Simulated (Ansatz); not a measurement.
The cluster Ag2Cl⁺. Charge 1, multiplicity 1. Geometry PBE0-D4/def2-TZVP; atoms count from 1.

Cartesian coordinates in Å:
```
Ag -0.636 -1.102 -1.699
Ag -0.056 0.862 1.940
Cl 0.692 0.240 -0.240
```

In the def2 sets Ag takes a core potential; there is no spin–orbit coupling. The structure comes from a short search, and lower isomers may exist.

Question: Estimate the Mulliken populations from the PBE0/def2-TZVP orbitals of Ansatz.

Answer: 
```tsv
atom	charge (e)	d electrons
Ag1	0.68	9.96
Ag2	0.68	9.96
Cl3	-0.35	–
```
Mulliken values depend strongly on the basis.

Question: And the Mayer bond orders between heavy atoms (over 0.3)?

Answer: Ag1–Cl3 0.62 (2.39 Å); Ag2–Cl3 0.62 (2.39 Å).
